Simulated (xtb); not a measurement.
NP, triplet, from a rough starting geometry (a higher spin typed on purpose: for a closed-shell molecule this is an excited state); GFN2-xTB (xtb).

The xtb input:
```
$ xtb mol.xyz --gfn 2 --uhf 2 --opt vtight --json

# file mol.xyz
2

N      0.73667214     0.04389029    -0.03046006
P     -0.76239884     0.00820046    -0.03509950
```

Output, abridged:

```
   ID    Z sym.   atoms
    1    7 N      1
    2   15 P      2

           -------------------------------------------------
          |                Calculation Setup                |
           -------------------------------------------------

           -------------------------------------------------
          |                 G F N 2 - x T B                 |
           -------------------------------------------------

          ...................................................
          :                      SETUP                      :
          :.................................................:
          :  # basis functions                  14          :
          :  # atomic orbitals                  13          :
          :  # shells                            5          :
          :  # electrons                        10          :
          :  max. iterations                   250          :
          :  Hamiltonian                  GFN2-xTB          :
          :  restarted?                      false          :
          :  GBSA solvation                  false          :
          :  PC potential                    false          :
          :  electronic temp.          300.0000000     K    :
          :  accuracy                    1.0000000          :
          :  -> integral cutoff          0.2500000E+02      :
          :  -> integral neglect         0.1000000E-07      :
          :  -> SCF convergence          0.1000000E-05 Eh   :
          :  -> wf. convergence          0.1000000E-03 e    :
          :  Broyden damping             0.4000000          :
          :  net charge                          0          :
          :  unpaired electrons                  2          :
          ...................................................

 iter      E             dE          RMSdq      gap      omega  full diag
   1     -5.2772603 -0.527726E+01  0.136E+01    0.00       0.0  T
   2     -5.2901374 -0.128771E-01  0.642E+00    0.00       1.0  T
   3     -5.2882369  0.190049E-02  0.658E+00    0.00       1.0  T
   4     -5.3091176 -0.208807E-01  0.513E-01    0.00       1.0  T
   5     -5.3092572 -0.139600E-03  0.208E-01    0.00       1.0  T
   6     -5.3092630 -0.571765E-05  0.442E-02    0.00       1.6  T
   7     -5.3092622  0.783532E-06  0.582E-02    0.00       1.2  T
   8     -5.3092629 -0.700649E-06  0.552E-02    0.00       1.3  T
   9     -5.3092636 -0.706694E-06  0.278E-02    0.00       2.5  T
[...]
         :: total energy              -5.260520231471 Eh    ::
 * total energy  :    -5.2605202 Eh     change       -0.1875744E-10 Eh
 * total energy  :    -5.2610635 Eh     change       -0.5432584E-03 Eh
 * total energy  :    -5.2612551 Eh     change       -0.1916298E-03 Eh
 * total energy  :    -5.2612568 Eh     change       -0.1730180E-05 Eh
 * total energy  :    -5.2612572 Eh     change       -0.3620836E-06 Eh
 * total energy  :    -5.2612572 Eh     change       -0.3624390E-10 Eh
   *** GEOMETRY OPTIMIZATION CONVERGED AFTER 6 ITERATIONS ***
         :: total energy              -5.261257211927 Eh    ::
[...]
         7        0.5000           -0.3110353              -8.4637 (LUMO)
         8                         -0.0905100              -2.4629
         9                         -0.0269759              -0.7341
        10                         -0.0269759              -0.7341
        11                          0.1113672               3.0305
        12                          0.1113672               3.0305
        13                          0.7937977              21.6003
      -------------------------------------------------------------
                  HL-Gap            0.0000000 Eh            0.0000 eV
             Fermi-level           -0.3814933 Eh          -10.3810 eV

     #   Z          covCN         q      C6AA      α(0)
     1   7 N        0.861    -0.128    24.046     7.119
     2  15 P        0.861     0.128   180.639    24.980

 Mol. C6AA /au·bohr⁶  :        332.241632
 Mol. C8AA /au·bohr⁸  :      14997.124899
 Mol. α(0) /au        :         32.098189

Wiberg/Mayer (AO) data.
largest (>0.10) Wiberg bond orders for each atom

 ---------------------------------------------------------------------------
     #   Z sym  total        # sym  WBO       # sym  WBO       # sym  WBO
 ---------------------------------------------------------------------------
     1   7 N    2.097 --     2 P    2.097
     2  15 P    2.097 --     1 N    2.097
 ---------------------------------------------------------------------------

Topologies differ in total number of bonds
Writing topology from bond orders to xtbtopo.mol

molecular dipole:
                 x           y           z       tot (Debye)
 q only:       -0.370      -0.009      -0.001
   full:       -0.355      -0.008      -0.001       0.903
molecular quadrupole (traceless):
                xx          xy          yy          xz          yz          zz
 q only:        0.018      -0.027      -0.010       0.034       0.001      -0.008
  q+dip:        0.484      -0.009      -0.242       0.035       0.001      -0.241
   full:       -0.871      -0.058       0.434       0.029       0.001       0.437

optimized geometry written to: xtbopt.xyz

           -------------------------------------------------
          | TOTAL ENERGY               -5.261257211927 Eh   |
          | GRADIENT NORM               0.000002540841 Eh/α |
          | HOMO-LUMO GAP               0.000000000221 eV   |
           -------------------------------------------------
```
